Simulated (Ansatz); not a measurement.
Basis-set extrapolation for CH₄AlB₂Cl (`Cl[B]1B[CH2][AlH]1`) (PBE0-D4/def2-TZVP geometry, frozen core, Ansatz 0.2.0). Multiplicity 1, RHF reference.

```csv
,def2-TZVPP,def2-QZVPP
HF,-790.992376,-791.015855
MP2 correlation,-0.626902,-0.674220
CCSD(T) correlation,-0.711140,not run
```

Energies in hartree. Use E(X) = E(∞) + A·exp(−7.88·√X) for Hartree–Fock and E(X) = E(∞) + B·X^(−2.97) for correlation, with X = 3 and 4, and add CCSD(T) minus MP2 of the smaller set to the MP2 limit.

Problem. What is the CCSD(T) energy at the basis-set limit?

Solution. HF limit: -791.015855 + (-0.023479) × 0.13774 = -791.01909. MP2 limit: -0.674220 + (-0.047318) × 0.74074 = -0.70927. Higher-order term: -0.711140 − (-0.626902) = -0.08424. Total: -791.81260 hartree, 286.4 kJ/mol below CCSD(T)/def2-TZVPP.
